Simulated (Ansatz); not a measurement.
Mulliken charges of C₃H₄ClI (`C/C(Cl)=C\I`) from r2SCAN/def2-TZVPP in Ansatz (PBE0-D4/def2-TZVP geometry).

```csv
atom,x (Å),y (Å),z (Å),charge (e)
C1,-0.177,-0.723,-0.903,-0.100
C2,0.368,-0.153,0.351,0.055
Cl3,1.582,-1.145,1.107,-0.116
C4,0.060,0.984,0.959,-0.125
I5,-1.348,2.335,0.263,-0.018
H6,-0.932,-0.065,-1.333,0.067
H7,0.625,-0.869,-1.631,0.069
H8,-0.624,-1.701,-0.709,0.069
H9,0.535,1.291,1.879,0.099
```

Problem. By hand: the dipole of these point charges (1 e Å = 4.8032 D).

Solution. Σ q r = (-0.138, -0.022, -0.208) e Å, of length 0.251 e Å = 1.21 D.

Problem. How does the dipole of the full density compare? (Best estimate.)

Solution. The calculation gave: (-0.065, -0.073, -0.153) e Å, 0.87 D; the point charges give 1.39 times that, at 21° from its direction.

Point charges leave out the atoms' own dipoles, such as those of lone pairs, and Mulliken's split depends on the basis, so the two needn't agree.
